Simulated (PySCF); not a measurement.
## Electronic structure of Hg²⁺ (mercury, charge +2) at the LDA level

Configuration: [Xe] 4f14 5d10, closed-shell 1S. Calculation: PySCF 2.14, in ANO-RCC-VTZP (8s7p5d3f1g, 84 functions); the spin-free X2C one-electron Hamiltonian (Gaussian nucleus).

```json
{
  "Total energy": "-19612.03 hartree",
  "One-electron energy": "-26827.70 hartree",
  "Hartree (Coulomb) energy": "7581.58 hartree",
  "Exchange-correlation energy": "-365.91 hartree",
  "⟨S²⟩": "0.0000",
  "⟨L²⟩": "0.000",
  "Sum of ⟨r⟩": "40.75 bohr",
  "Sum of ⟨r²⟩": "42.30 bohr²",
  "Langevin diamagnetic susceptibility": "-33.5 ×10⁻⁶ cm³/mol"
}
```

| shell | electrons | mean orbital energy (eV) | rms radius, mean of both spins (bohr) |
| --- | --- | --- | --- |
| 1s | 2 | -82776.2 | 0.0187 |
| 2s | 2 | -14689.7 | 0.0756 |
| 2p | 6 | -12740.2 | 0.0694 |
| 3s | 2 | -3502.6 | 0.193 |
| 3p | 6 | -2935.8 | 0.195 |
| 3d | 10 | -2309.9 | 0.178 |
| 4s | 2 | -784.56 | 0.425 |
| 4p | 6 | -597.30 | 0.453 |
| 4d | 10 | -367.51 | 0.483 |
| 5s | 2 | -137.36 | 0.956 |
| 4f | 14 | -116.02 | 0.530 |
| 5p | 6 | -86.486 | 1.10 |
| 5d | 10 | -29.078 | 1.57 |

Spin-orbit coupling, which splits the p, d and f shells strongly at this Z, is absent.

Densities and radii are taken from the X2C orbitals without a picture-change correction, which distorts them close to the nucleus.
